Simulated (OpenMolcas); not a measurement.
# Cr3+: moving or changing the point charges

Cr3+ among 4 point charges of -1.5 e arranged as a square (D4h), 1.67 Å from the ion.
```
   1.6700    0.0000    0.0000  -1.50
   0.0000    1.6700    0.0000  -1.50
  -1.6700    0.0000    0.0000  -1.50
   0.0000   -1.6700    0.0000  -1.50
```

```yaml
Program: OpenMolcas
Method: "SS-CASPT2, IPEA 0.25 Eh, imaginary shift 0.1 Eh (closed shells correlated: 3s 3p)"
Basis: ANO-RCC-VDZP [5s4p2d1f]
Scalar_Hamiltonian: DKH2, point nucleus
Active_space: 3 electrons in 5 orbitals (3d)
State_averaging: 2S+1 = 4 even, 10 roots; 2S+1 = 2 even, 40 roots
Spin-orbit_coupling: RASSI with atomic mean-field integrals over the reference wave functions
```

Runs around this geometry, states (labels of D4, the rotations of D4h). Energies in cm-1 above the lowest state or level, χT in cm3 K/mol.

| R (Å) | q (e) | Ground state | First state of that spin | First gap with spin-orbit (degeneracies) | χT at 300 K | First state of another spin |
| --- | --- | --- | --- | --- | --- | --- |
| 1.67 | -0.98 | 4E | 4A2 740 | 220 (2, 2) | 1.114 | 2E 14370 |
| 1.55 | -1.5 | 4A2 | 4E 4520 | 0 (2, 2) | 1.833 | 2E 12130 |
| 1.67 | -1.5 | 4A2 | 4E 2190 | 6 (2, 2) | 1.791 | 2E 13920 |
| 1.84 | -1.5 | 4A2 | 4E 150 | 130 (2, 2) | 1.299 | 2E 14510 |

The ground state changes within this set.

Free-ion shares, where given, are those of the reference states; single-state CASPT2 does not remix them. An orbital doublet at a regular site is open to a Jahn-Teller distortion, which this geometry leaves out (holds for R = 1.67, q = -0.98). Point charges carry no covalency, so the field is a model and not that of real ligands. No measured value stands beside these numbers.
